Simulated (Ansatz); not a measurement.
```yaml
crystal:
  periodic: [false, false, false]
  atoms:
    - {symbol: Br, position_ang: [-1.413758, -2.317015, 0.409560]}
    - {symbol: C, position_ang: [-0.407043, -0.770946, 0.148828]}
    - {symbol: C, position_ang: [0.833746, -0.395184, 0.421907]}
    - {symbol: Si, position_ang: [-0.114072, 0.919235, -0.408971]}
    - {symbol: H, position_ang: [-0.592801, 2.383960, 0.638669]}
    - {symbol: H, position_ang: [-0.642801, 2.083960, 0.338669]}
    - {symbol: H, position_ang: [0.093438, 1.236945, -1.841139]}
basis:
  gaussian: {orbitals: aug-pcseg-2}
magnetization: {spin_polarized: true, initial_magnetization: 0}
hamiltonian: {xc: {name: PBEsol}}
scf: {lower_state_search: light}
```

```sh
$ ansatz run in.yaml --threads 2 --pin off --events-out ev --progress --plain --max-ram 4352MiB
```

Output, abridged:

```
Functional definition: PBEsol
1345 factors; their error is unknown
mean field evaluation 1: about -79926.3070 eV, gradient 7.0e1 eV
mean field evaluation 2: about -79655.4303 eV, gradient 1.5e2 eV
mean field evaluation 4: about -79913.3789 eV, gradient 7.0e1 eV
mean field evaluation 8: about -79951.2954 eV, gradient 1.3e0 eV
mean field evaluation 16: about -79951.2445 eV, gradient 3.2e-3 eV
mean field -79951.24446289 eV, -2938.1540411112 hartree, gradient 2.1e-5 eV, S^2 0.000000; 3 other end points of the search recorded, 0 dependent functions left out
reference -79951.24452957 eV, -2938.1540435618 hartree; 32, 32 occupied and 238, 238 virtual orbitals, 1345 factors
Total energy: -79951.24452957 eV, -2938.1540435618 hartree
```

Question: What is wrong with this run?

Answer: One atom was put on top of another. The calculation finished and met its thresholds. The result belongs to that input, not to the molecule as meant.
